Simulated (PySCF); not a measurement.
Working out the ionisation energy of Zn⁺

Zn⁺ [Ar] 3d10 4s1 (2S) → Zn²⁺ [Ar] 3d10 (1S). Computed with PySCF 2.14 in aug-cc-pVTZ-PP with ECP10MDF, with scalar relativity through the core potential. Frozen: 3s2 3p6. Energies in hartree (1 hartree = 27.21139 eV):

| part | Zn⁺ (lower) | Zn²⁺ (upper) |
| --- | --- | --- |
| UHF | -225.676527 | -225.057365 |
| CCSD correlation | -0.443271 | -0.409507 |
| (T) | -0.014045 | -0.010772 |

**Question.** What does Hartree-Fock give?

**Answer.** (-225.057365) − (-225.676527) = 0.619162 hartree = 16.848 eV.

**Question.** What do CCSD and CCSD(T) give?

**Answer.** The CCSD correlation energies differ by 0.033764 hartree = 0.919 eV and the triples by 0.003273 hartree = 0.089 eV, so CCSD gives 17.767 eV and CCSD(T) 17.856 eV.

Measured between the centres of the two terms (NIST): 17.964 eV, so CCSD(T) (valence) is off by -0.108 eV.

What remains against the reference includes basis incompleteness, the frozen core and higher excitations.
